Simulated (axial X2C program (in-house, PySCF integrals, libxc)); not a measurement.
# Estimating the spin–orbit splitting of the π levels of TlF

Computed with an in-house relativistic program for diatomic molecules. Spin-free means the one-electron spin-free X2C Hamiltonian; two-component (2c) means X2C with spin–orbit coupling and atomic mean-field two-electron Coulomb and Gaunt terms, so the difference of the two also holds small scalar two-electron terms. Basis: Tl dyall-cv4z [14s16p11d7f3g], F dyall-av4z [8s7p4d3f2g] (cores contracted in-house); Gaussian nuclei, density fitting, unrestricted open shells. Masses: Tl 204.974 u, F 18.998 u.

Hartree–Fock at 2.100 Å, closed shell. Valence p splittings ε(p3/2) − ε(p1/2) of spherical Dirac–Hartree–Fock atoms with fractionally filled p shells: F 2p 0.072 eV.

```
filled π level (eV), spin-free  Tl p share  F p share
                        -13.91      < 0.02       0.94
```

(1) In first order a p shell splits by 3ζ/2 and a π orbital by ζ. Estimate the splitting of each π level from the shares.

The two-component Hartree–Fock calculation gives:

| ε(ω = 1/2) (eV) | σ share of it | ε(ω = 3/2) (eV) | splitting (eV) | estimate (eV) |
| --- | --- | --- | --- | --- |
| -13.964 | 0.00 | -13.943 | 0.02 | 0.05 |

The estimate leaves out the mixing of π1/2 with σ1/2 levels, which pushes the ω = 1/2 spinor up or down, the d and f parts of the orbital, small shares of the strongly split outer-core p shell of a metal, the Gaunt term (absent from the atomic values), and the change of the atomic p orbitals with charge; Löwdin shares depend on the basis.

Results:

(1) level -13.91 eV: (2/3) × (0.94 × 0.072) = 0.05 eV.
